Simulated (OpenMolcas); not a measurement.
# Sb⁺: effect of the active space

```yaml
Program: OpenMolcas 26.06
Method: SS-CASPT2, IPEA 0.25 Eh, imaginary shift 0.1 Eh
Basis: ANO-R1
Scalar_Hamiltonian: X2C, finite nucleus
Spin-orbit_coupling: RASSI with atomic mean-field integrals over the reference wave functions, term energies averaged over their components
```

A. 2 electrons in 3 orbitals (5p); 2S+1 = 3 even, 3 roots; 2S+1 = 1 even, 6 roots; closed shells correlated: 4d 5s; CASPT2 step about 0.7 core-seconds
B. 4 electrons in 4 orbitals (5s 5p); 2S+1 = 3 even, 3 roots; 2S+1 = 1 even, 6 roots; 2S+1 = 5 odd, 1 root; 2S+1 = 3 odd, 9 roots; 2S+1 = 1 odd, 8 roots; closed shells correlated: 4d; CASPT2 step roughly 2 core-seconds

Energies in cm⁻¹ above 5s² 5p² ³P₀, the measured ground level; measured values from NIST Handbook of Basic Atomic Spectroscopic Data.

```csv
Level,A,B,Measured
5s² 5p² ³P₀,0.0,0.0,0.0
5s² 5p² ³P₁,2610,2620,3055
5s² 5p² ³P₂,5290,5250,5658
5s² 5p² ¹D₂,13630,13360,12790
5s² 5p² ¹S₀,25770,25790,23906
```

Deviations, from unrounded energies. A percentage is the sum of absolute deviations over the sum of measured energies, with the sign that they share, or ± where signs differ.

```csv
Against measurement,Levels,A,B
mean absolute deviation (cm-1),4,880,830
fine structure of the ground term (%),2,-9.4,-9.7
other terms of the ground configuration (%),2,+7.4,+6.7
```

B lies closest to measurement on these levels. The largest miss of B in the table is 5s² 5p² ¹S₀, by +1900 cm-1. The ranking rests on the paired levels alone, and a cruder setting can come out closer through cancelling errors.

Between A and B the level of the table that moves most is 5s² 5p² ¹D₂, by 260 cm-1 (lowest in B, highest in A). Moves below CASPT2's spread within the term are not significant.

CASPT2 does not keep the components of a term degenerate, so their means are used; among the terms shown or strongly mixed into the levels shown the widest spread is 93 cm-1 (5s² 5p² ¹D, A). Over all roots computed the reference weight is 0.89 to 0.95 in B; the roots of lowest weight are the least certain, and an intruder state may touch them. With the s shell closed, the reference lacks s² → p² mixing (holds for A). Measured partners are found by configuration, term and J. A level has none where our copy of the source lacks it or the pairing is in doubt (some pairs that miss far off the trend of their configuration count as doubtful), and it then counts in no deviation. Levels of configurations outside the active space are missing. Levels that lie high or do not pair safely by name in every column are left out.
